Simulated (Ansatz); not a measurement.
Potential energy curve for HO4Re, SMILES [O]=[Re]([OH])(=[O])=[O]. The O5–H6 bond (O5 also carries Re; H6 carries nothing else) is pulled apart rigidly from the PBE0/def2-TZVP, def2 effective core potentials past Kr optimised geometry.

- RKS-PBE = restricted PBE/def2-TZVP, def2 effective core potentials past Kr (Ansatz, a quantum-chemistry and plane-wave program)
- RKS-PBE0 = restricted PBE0/def2-TZVP, def2 effective core potentials past Kr (Ansatz)
- UKS-PBE0 = unrestricted PBE0/def2-TZVP, def2 effective core potentials past Kr in Ansatz

Energies relative to the lowest point of each curve near equilibrium, in kJ/mol:

```csv
R / Å,RKS-PBE,RKS-PBE0
0.77,149.1,140.6
0.84,50.1,44.6
0.89,15.3,12.2
0.97,0.0,0.8
1.01,5.0,7.8
1.07,22.8,28.7
1.14,53.9,63.5
1.25,114.1,129.7
1.39,195.7,219.2
1.77,380.8,428.8
2.33,526.4,610.5
2.79,569.1,672.3
```

Question: What does UKS-PBE0 give at the same points?

Answer: 0.77: 140.6; 0.84: 44.6; 0.89: 12.2; 0.97: 0.8; 1.01: 7.8; 1.07: 28.7; 1.14: 63.5; 1.25: 129.7; 1.39: 219.2; 1.77: 428.2; 2.33: 498.5; 2.79: 493.4 (kJ/mol).

The restricted form behind RKS-PBE, RKS-PBE0 keeps the bonding electrons paired and can't separate into open-shell fragments. The unrestricted determinant behind UKS-PBE0 is spin-contaminated at 1.77 to 2.79 Å (<S²> up to 1.0, against 0.00 for a pure singlet).
